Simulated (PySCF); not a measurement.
Spectrum to structure. Level of theory: PySCF, TDDFT PBE0/def2-SVPD, vertical, gas phase, core orbitals frozen in the response. Geometries: GFN2-xTB, one conformer each.

```json
{"state": "S1", "λ (nm)": "215.9", "f": "0.805"}
{"state": "S2", "λ (nm)": "192.4", "f": "0.0008"}
{"state": "S3", "λ (nm)": "179.4", "f": "0.0047"}
{"state": "S4", "λ (nm)": "177.9", "f": "0.0007"}
{"state": "S5", "λ (nm)": "176.6", "f": "0.0013"}
{"state": "S6", "λ (nm)": "169.8", "f": "0.0041"}
```

Triplets computed (Tamm–Dancoff): 3.16, 5.15 eV.

Problem. Which structure fits? All have the formula C6H8F2O.
A. `O=C=C(CF)CCCF`
B. `C=C(C=O)[C@H](C)C(F)F`
C. `C[C@@H]1C=C[C@H]1OC(F)F`
D. `C=C/C=C/COC(F)F`

Solution. D. Its S1 lies at 5.74 eV; the nearest of the others has S1 at 6.72 eV. S1 is HOMO→LUMO (97%). Löwdin shares by element: HOMO carbon 84% or more (atoms not listed hold the other 17%); LUMO carbon 79% or more (atoms not listed hold the other 21%). At the same level the other candidates give, for their lowest levels:
- `C=C(C=O)[C@H](C)C(F)F`: 328 nm (f 0.000); 207 nm (f 0.225); 194 nm (f 0.032); 180 nm (f 0.009); 176 nm (f 0.003); T1 3.23 eV; HOMO -7.79, LUMO -2.01 eV
- `C[C@@H]1C=C[C@H]1OC(F)F`: 185 nm (f 0.036); 175 nm (f 0.103); 171 nm (f 0.035); 163 nm (f 0.022); 158 nm (f 0.036); T1 4.33 eV; HOMO -7.88, LUMO -0.31 eV
- `O=C=C(CF)CCCF`: 331 nm (f 0.000); 198 nm (f 0.008); 184 nm (f 0.060); 177 nm (f 0.005); 170 nm (f 0.025); T1 3.35 eV; HOMO -7.09, LUMO -1.25 eV

The values belong to the conformer `[CH2:1]=[CH:2]/[CH:3]=[CH:4]/[CH2:5][O:6][CH:7]([F:8])[F:9]`: C1–C2–C3–C4 -179°, C3–C4–C5–O6 -124°, C4–C5–O6–C7 67°, C5–O6–C7–F8 78°.
